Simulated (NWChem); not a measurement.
System: MoNHSClF; SMILES [F][Mo](=[S])([Cl])=[NH]

Computed with NWChem. Medium grid unless said otherwise, to which SCAN and Minnesota functionals are sensitive. Geometry: optimised at PBE0/def2-SVP. def2 effective core potentials on Mo; no spin-orbit coupling. Hybrids' shares of exact exchange are those that their runs print; pure functionals count as 0. The functionals differ in more than this share.

```
row              share of exact exchange  highest occupied level (eV)
---------------  -----------------------  ---------------------------
PBE/def2-SVP                        0.00                        -6.72
revPBE/def2-SVP                     0.00                        -6.69
B3LYP/def2-SVP                      0.20                        -7.67
B97-2/def2-SVP                      0.21                        -7.77
M06/def2-SVP                        0.27                        -7.99
MN15/def2-SVP                       0.44                        -8.59
M06-2X/def2-SVP                     0.54                     withheld
```

Problem. Fit a straight line of the last column on the one before it, predict the withheld value, and compare with the run.

Solution. 
1. Means of the 6 shown rows: x = 0.187, y = -7.572. Slope Σ(x − x̄)(y − ȳ)/Σ(x − x̄)² = -0.6223/0.1415 = -4.397; intercept -6.751.
2. The shown rows scatter about the line by 0.067 (root mean square); the largest residual is +0.10, at MN15/def2-SVP.
3. At x = 0.54 (M06-2X/def2-SVP; beyond the shown range) the line gives -9.13.
4. The run gives -9.13, 0.00 from the line, 0.0 times the scatter.
